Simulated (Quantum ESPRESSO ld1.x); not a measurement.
All-electron atom: Mo XXI in [Ar] 3d4. All-electron calculation, scalar-relativistic Kohn-Sham, LDA (Slater exchange, Perdew-Zunger correlation), spin-polarised, spherical densities, point nucleus; open shells are filled with parallel spins first. Program: ld1.x of Quantum ESPRESSO 7.5.

Unscreened Slater integrals over Kohn-Sham orbitals (cm^-1). They are taken over the spin-up orbitals.

integral,value
"F0(3d,3d)",551880
"F2(3d,3d)",280510
"F4(3d,3d)",180280
"F0(3d,3p)",519510
"F2(3d,3p)",251880
"G1(3d,3p)",280770
"G3(3d,3p)",183810
"F0(3d,3s)",514190
"G2(3d,3s)",212340
"F0(3d,2p)",710550
"F2(3d,2p)",196920
"G1(3d,2p)",175040
"G3(3d,2p)",100530
"F0(3p,3p)",500170
"F2(3p,3p)",252490
"F0(3p,3s)",495200
"G1(3p,3s)",324480
"F0(3p,2p)",666960
"F2(3p,2p)",158050
"G0(3p,2p)",62600
"G2(3p,2p)",67878
"F0(3s,3s)",491370
"F0(3s,2p)",647110
"G1(3s,2p)",62083
"F0(2p,2p)",1498900
"F2(2p,2p)",710430

Derived for the open shells (J is the average intra-shell exchange parameter used in DFT+U). 3d: Racah B = F2/49 - 5 F4/441 = 3681 cm^-1, C = 35 F4/441 = 14310 cm^-1, C/B = 3.89, F4/F2 = 0.643, J = (F2 + F4)/14 = 32910 cm^-1.
